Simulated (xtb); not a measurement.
1-chloro-1-methylcyclopropane (C₄H₇Cl), SMILES C1(C)(Cl)CC1. All values are semi-empirical tight-binding results from xtb (GFN2-xTB unless named), good for trends rather than for accurate numbers. Coordinates come from a GFN2-xTB optimisation.

Optimised geometry:

Bonded distances (Å): C1–C2 1.504, C1–H6 1.089, C1–H7 1.087, C1–H8 1.089, C2–Cl3 1.772, C2–C4 1.495, C2–C5 1.495, C4–C5 1.504, C4–H9 1.079, C4–H10 1.080, C5–H11 1.079, C5–H12 1.080. Angles (°): C2–C1–H6 110.5, C2–C1–H7 109.8, C2–C1–H8 110.4, H6–C1–H7 108.8, H6–C1–H8 108.5, H7–C1–H8 108.8, C1–C2–Cl3 111.8, C1–C2–C4 121.4, C1–C2–C5 121.4, Cl3–C2–C4 116.5, Cl3–C2–C5 116.5, C4–C2–C5 60.4, C2–C4–C5 59.8, C2–C4–H9 118.4, C2–C4–H10 117.8, C5–C4–H9 117.9, C5–C4–H10 118.8, H9–C4–H10 113.9, C2–C5–C4 59.8, C2–C5–H11 118.4, C2–C5–H12 117.8, C4–C5–H11 117.9, C4–C5–H12 118.8, H11–C5–H12 113.9.

Computed properties:
* **point group as xtb finds it**: Cs
* **orbital gap**: 6.76 eV
* **dipole moment**: 2.16 D
* **zero-point energy**: 61.8 kcal/mol
* **G − E(el) at 298.15 K (modified RRHO)**: 43.6 kcal/mol
* **static polarisability (D4 model)**: 58.6 bohr³
* **solvation energy, GFN2-xTB/ALPB(water)**: -2.0 kcal/mol
* **solvation energy, GFN2-xTB/ALPB(methanol)**: -4.8 kcal/mol

Problem. Give the atomic charges and the Wiberg bond orders between heavy atoms. (An estimate is asked for; the answer gives what the named calculation found.)

Solution. charges (e) C1 -0.11, C2 0.11, Cl3 -0.22, C4 -0.08, C5 -0.08, H6 0.06, H7 0.05, H8 0.06, H9 0.06, H10 0.05, H11 0.06, H12 0.05. Bond orders C1–C2 1.02, C2–Cl3 0.92, C2–C4 0.97, C2–C5 0.97, C4–C5 0.97.
